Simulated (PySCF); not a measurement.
# Two-dimensional NMR puzzle

Compound of formula C6H7FO. Correlations simulated from computed shifts and the bond graph:

HSQC (one-bond C–H):
| δH | δC |
| --- | --- |
| 6.88 | 130.7 |
| 6.80 | 140.7 |
| 6.54 | 157.8 |
| 5.70 | 118.5 |
| 5.49 | 118.5 |
| 4.94 | 98.1 |
| 4.56 | 98.1 |

COSY cross peaks (H two or three bonds apart, from the bond graph; peaks can be absent where the dihedral angle is near 90°):
| δH | δH |
| --- | --- |
| 6.88 | 5.70 |
| 6.88 | 5.49 |
| 6.54 | 4.94 |
| 6.54 | 4.56 |
| 5.70 | 5.49 |
| 4.94 | 4.56 |

HMBC (two and three bonds, from the bond graph):
| δH | δC |
| --- | --- |
| 6.88 | 158.6, 140.7, 118.5 |
| 6.80 | 158.6, 157.8, 130.7 |
| 6.54 | 140.7, 98.1 |
| 5.70 | 158.6, 130.7 |
| 5.49 | 158.6, 130.7 |
| 4.94 | 157.8 |
| 4.56 | 157.8 |

Carbons without hydrogens: δ 158.6.

Computed data (PySCF 2.14): GIAO PBE0/pcSseg-1 shieldings, GFN2-xTB structure. Single conformer, gas phase, relativity neglected.

References, each an isolated molecule treated in the same way: TMS for ¹H (31.72 ppm), ¹³C (186.93 ppm).

Exchangeable hydrogens are left out of these lists.

Q: Which molecule is this?

A: `C=CO/C=C(/F)C=C`.

Atom-mapped SMILES (the numbers label the heavy atoms): `[CH2:1]=[CH:2][O:3]/[CH:4]=[C:5](/[F:6])[CH:7]=[CH2:8]`. Hydrogens are named by the atom that carries them. Ha(C8) is cis to C5; Ha(C1) is cis to O3; Hb(C8) is trans to C5; Hb(C1) is trans to O3.

1. δC 158.6 is C5, a β carbon of an enol-ether or enamine type C=C.
2. δC 157.8 is C2, an alkene carbon bearing oxygen (δH 6.54).
3. δC 140.7 is C4, an alkene carbon bearing oxygen (δH 6.80).
4. δC 130.7 is C7, an alkene CH (δH 6.88).
5. δC 118.5 is C8, a terminal =CH2 carbon (δH 5.49, 5.70).
6. δC 98.1 is C1, a β carbon of an enol-ether or enamine type C=C (δH 4.56, 4.94).
7. HMBC from δH 6.88 reaches the proton-free carbon C5.
8. HMBC from δH 6.80 reaches the proton-free carbon C5.
9. HMBC from δH 5.70 reaches the proton-free carbon C5.
10. HMBC from δH 5.49 reaches the proton-free carbon C5.
11. COSY links 6.88–5.70, 6.88–5.49, 6.54–4.94, 6.54–4.56, 5.70–5.49, 4.94–4.56.

This is the structure that produced the data.

Shifts are as computed. Against solution values, carbons near 30 ppm lie about +3 ppm off and those near 130 ppm about +5 ppm. Of 1313 compounds with measured shifts, 239 miss one by over three times the rms of a fit or turn the order of signals round; such compounds aren't used in these exercises.
